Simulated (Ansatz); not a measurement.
`C[SiH2][SiH]1C=N1` and `CO[SiH]1C=N1` differ in one atom or group.

Ansatz, PBE0-D4/def2-TZVP geometries, multiplicity 1. Each molecule was computed in one conformer, which needn't be the lowest.

```
                             property  `C[SiH2][SiH]1C=N1`
    LUMO energy (PBE/def2-TZVPP) / eV                -1.94
   HOMO energy (PBE0/def2-TZVPP) / eV                -6.53
   LUMO energy (PBE0/def2-TZVPP) / eV                -0.90
    HOMO energy (PBE/def2-TZVPP) / eV                -5.42
HOMO–LUMO gap (B3LYP/def2-TZVPP) / eV                 5.22
HOMO energy (ωB97M-V/def2-TZVPP) / eV                -8.66
```

(1) What does the change do to each property? (An estimate is asked.)

Results:

(1) The calculation gave: 
| property | `CO[SiH]1C=N1` | shift |
| --- | --- | --- |
| LUMO energy (PBE/def2-TZVPP) / eV | -1.93 | 0.01 |
| HOMO energy (PBE0/def2-TZVPP) / eV | -6.44 | 0.09 |
| LUMO energy (PBE0/def2-TZVPP) / eV | -0.72 | 0.18 |
| HOMO energy (PBE/def2-TZVPP) / eV | -5.19 | 0.23 |
| HOMO–LUMO gap (B3LYP/def2-TZVPP) / eV | 5.27 | 0.05 |
| HOMO energy (ωB97M-V/def2-TZVPP) / eV | -8.65 | 0.01 |

With PBE0 the HOMO rises by 0.09 eV and the LUMO rises by 0.18 eV, so the gap widens by about 0.09 eV. PBE moves the HOMO by 0.23 eV and ωB97M-V by 0.01 eV.

B3LYP here is the variant with VWN-RPA as its local correlation; programs differ in this.
